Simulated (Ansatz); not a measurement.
Ansatz (a first-principles code) input (CCSD(T)/aug-cc-pVDZ):

Ansatz 0.2 input:
```yaml
crystal:
  periodic: [false, false, false]
  atoms:
    - {symbol: C, position_ang: [2.39136684, -1.05347157, -0.15446007]}
    - {symbol: C, position_ang: [1.19724720, -0.28475708, 0.41359771]}
    - {symbol: C, position_ang: [1.64023384, 1.09746047, 0.93584827]}
    - {symbol: C, position_ang: [0.09845895, -0.16664148, -0.59152646]}
    - {symbol: C, position_ang: [-1.25643562, 0.38028351, -0.27618040]}
    - {symbol: C, position_ang: [-1.84721419, -0.19381079, 1.01964175]}
    - {symbol: C, position_ang: [-2.21966158, 0.17494839, -1.44829807]}
    - {symbol: H, position_ang: [2.81715714, -0.52407281, -1.01101270]}
    - {symbol: H, position_ang: [2.09450862, -2.04885552, -0.48937285]}
    - {symbol: H, position_ang: [3.17897153, -1.16648949, 0.59307498]}
    - {symbol: H, position_ang: [0.82117615, -0.84273758, 1.28076587]}
    - {symbol: H, position_ang: [2.04351012, 1.70316071, 0.12093887]}
    - {symbol: H, position_ang: [2.41651476, 0.99072683, 1.69717500]}
    - {symbol: H, position_ang: [0.80613220, 1.64337858, 1.37896076]}
    - {symbol: H, position_ang: [0.36013589, -0.28383917, -1.63859332]}
    - {symbol: H, position_ang: [-1.16112995, 1.46935260, -0.12266830]}
    - {symbol: H, position_ang: [-2.82930180, 0.24057898, 1.21620596]}
    - {symbol: H, position_ang: [-1.21360021, 0.01349653, 1.88259654]}
    - {symbol: H, position_ang: [-1.96484916, -1.27728436, 0.94090376]}
    - {symbol: H, position_ang: [-3.18828671, 0.63638396, -1.24675296]}
    - {symbol: H, position_ang: [-1.82136645, 0.61249181, -2.36586888]}
    - {symbol: H, position_ang: [-2.38354459, -0.89035983, -1.62808906]}
basis:
  gaussian:
    orbitals: aug-cc-pVDZ
magnetization: {spin_polarized: true, initial_magnetization: 1}
correlation: {method: ccsd_t, electrons: outside_noble_gas}
output: {forces: true}
```

Output:

```
Functional definition: HF
integrals: 5.31 GiB planned
2925 factors; integrals over basis functions are off by at most 7.3e-4 eV
1.91 GiB of device memory are held for the factors and their scratch space
mean field: 2.69 GiB planned
mean field evaluation 1: about -7442.6088 eV, gradient 3.6e1 eV
mean field evaluation 2: about -7442.6156 eV, gradient 3.6e1 eV
mean field evaluation 4: about -7450.3724 eV, gradient 3.9e0 eV
mean field evaluation 8: about -7450.5186 eV, gradient 1.8e-1 eV
mean field evaluation 16: about -7450.4980 eV, gradient 9.8e-1 eV
mean field -7450.51924774 eV, -273.8015322113 hartree, gradient 1.5e-6 eV, S^2 0.763998; 0 other end points of the search recorded, 0 dependent functions left out
7 core orbitals not correlated
reference -7450.51924774 eV, -273.8015322113 hartree; 22, 21 occupied and 267, 268 virtual orbitals, 2925 factors
densities: 59.73 GiB planned
second order -28.00483252 eV of doubles, -0.00000000 eV of singles
coupled cluster: 38.38 GiB planned
cycle   1  -29.76069977 eV  change    -1.8e0 eV  update   1.1e-1
cycle   2  -30.53925570 eV  change   -7.8e-1 eV  update   3.3e-2
cycle   3  -30.67041959 eV  change   -1.3e-1 eV  update   1.4e-2
cycle   4  -30.67124845 eV  change   -8.3e-4 eV  update   4.8e-3
cycle   5  -30.67094213 eV  change    3.1e-4 eV  update   2.2e-3
cycle   6  -30.67088159 eV  change    6.1e-5 eV  update   8.1e-4
cycle   7  -30.67080458 eV  change    7.7e-5 eV  update   2.7e-4
cycle   8  -30.67082903 eV  change   -2.4e-5 eV  update   1.0e-4
cycle   9  -30.67080579 eV  change    2.3e-5 eV  update   3.6e-5
cycle  10  -30.67078082 eV  change    2.5e-5 eV  update   1.5e-5
cycle  11  -30.67078789 eV  change   -7.1e-6 eV  update   6.5e-6
cycle  12  -30.67079170 eV  change   -3.8e-6 eV  update   2.5e-6
perturbative correction -1.03511348 eV, -0.0380397187 hartree
the calculation of the forces begins
1.91 GiB of device memory are held for the factors and their scratch space
Total energy: -7482.22515292 eV, -274.9667027356 hartree
Atom 0 at     2.391367    -1.053472    -0.154460 Å, force    -0.084615     0.061440     0.018833 eV/Å
Atom 1 at     1.197247    -0.284757     0.413598 Å, force     0.143967     0.060980     0.158749 eV/Å
Atom 2 at     1.640234     1.097460     0.935848 Å, force    -0.040348    -0.139886    -0.079984 eV/Å
Atom 3 at     0.098459    -0.166641    -0.591526 Å, force    -0.027376    -0.185209    -0.065268 eV/Å
Atom 4 at    -1.256436     0.380284    -0.276180 Å, force    -0.176275     0.103062     0.090699 eV/Å
Atom 5 at    -1.847214    -0.193811     1.019642 Å, force     0.074145     0.013455    -0.125152 eV/Å
Atom 6 at    -2.219662     0.174948    -1.448298 Å, force     0.078776    -0.008233     0.082659 eV/Å
Atom 7 at     2.817157    -0.524073    -1.011013 Å, force     0.178480     0.254255    -0.385865 eV/Å
Atom 8 at     2.094509    -2.048856    -0.489373 Å, force    -0.141303    -0.447471    -0.144550 eV/Å
Atom 9 at     3.178972    -1.166489     0.593075 Å, force     0.345563    -0.044984     0.347590 eV/Å
Atom 10 at     0.821176    -0.842738     1.280766 Å, force    -0.164596    -0.247964     0.364007 eV/Å
Atom 11 at     2.043510     1.703161     0.120939 Å, force     0.177293     0.263966    -0.387162 eV/Å
Atom 12 at     2.416515     0.990727     1.697175 Å, force     0.343761    -0.055171     0.342737 eV/Å
Atom 13 at     0.806132     1.643379     1.378961 Å, force    -0.400694     0.242465     0.204296 eV/Å
Atom 14 at     0.360136    -0.283839    -1.638593 Å, force     0.141437    -0.048021    -0.534961 eV/Å
Atom 15 at    -1.161130     1.469353    -0.122668 Å, force     0.041259     0.435359     0.057468 eV/Å
Atom 16 at    -2.829302     0.240579     1.216206 Å, force    -0.440559     0.204737     0.082463 eV/Å
Atom 17 at    -1.213600     0.013497     1.882597 Å, force     0.302256     0.106281     0.394669 eV/Å
Atom 18 at    -1.964849    -1.277284     0.940904 Å, force    -0.044865    -0.496767    -0.052357 eV/Å
Atom 19 at    -3.188287     0.636384    -1.246753 Å, force    -0.430909     0.215980     0.102937 eV/Å
Atom 20 at    -1.821366     0.612492    -2.365869 Å, force     0.186733     0.202947    -0.404620 eV/Å
Atom 21 at    -2.383545    -0.890360    -1.628089 Å, force    -0.062131    -0.491221    -0.067189 eV/Å
Dipole moment:     0.001018     0.044737     0.041870 e Å
```

It need not be the lowest isomer of its formula.
